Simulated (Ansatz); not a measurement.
The cluster In₃N₄⁻, relaxed as a singlet with RKS B3LYP-D4/def2-SVPD in Ansatz, starting from the GFN2-xTB geometry. Force threshold 0.02 eV/Å.

In the def2 sets In takes a core potential; there is no spin–orbit coupling. The structure comes from a short search, and lower isomers may exist.

Start:

```xyz
7

In   -0.5093    1.2716    1.1851
In   -0.8545    4.6496    3.1832
In   -0.2229   -2.2326   -0.6457
N    -0.6884    2.9685    2.1979
N     1.3841   -3.1866   -2.4144
N     1.1399   -3.1433   -3.5228
N    -0.2489   -0.3272    0.0166
```

```
         step  energy (eV)  largest force component (eV/Å)  SCF passes
            1  -21483.1443                           2.857          23
            2  -21483.6058                           1.245          30
            3  -21483.7482                           0.408          30
            4  -21483.7830                           1.591          23
            5  -21483.8275                           0.389          26
            6  -21483.8366                           0.295          25
            7  -21483.8470                           0.212          26
            8  -21483.8658                           0.131          30
 9 (rejected)  -21483.8603                           0.484          28
           10  -21483.8734                           0.083          25
           11  -21483.8794                           0.045          26
           13  -21483.8859                           0.091          26
           15  -21483.8975                           0.279          24
           17  -21483.9147                           0.348          25
           19  -21483.9320                           0.699          25
21 (rejected)  -21483.9387                           1.048          25
           23  -21483.9491                           0.033          25
           25  -21483.9534                           0.399          25
           27  -21483.9565                           0.004          25
           29  -21483.9569                           0.107          25
           31  -21483.9582                           0.006          25
33 (rejected)  -21483.9585                           0.130          25
           35  -21483.9587                           0.087          24
           37  -21483.9588                           0.001          26
```

Force components are those of the run's own axes.

End:

| atom | x (Å) | y (Å) | z (Å) |
| --- | --- | --- | --- |
| In1 | -0.175 | 0.565 | 0.990 |
| In2 | -0.706 | 4.148 | 1.671 |
| In3 | -1.946 | -2.547 | 0.144 |
| N4 | 0.210 | 2.330 | 1.761 |
| N5 | 1.894 | -1.971 | -2.200 |
| N6 | 1.117 | -1.295 | -2.587 |
| N7 | -0.393 | -1.230 | 0.222 |

Bonds lost: In3–N5 (atoms count from 1). The end holds 2 separate pieces.

The force fell under the threshold at step 27, but the optimiser went on and released 0.002 eV more. No frequencies were taken in this run, so the end may be a saddle point.

Hardware: 4 threads of Arm Neoverse V2 on a shared host. Wall time 2.5 min, peak host memory 0.64 GiB.
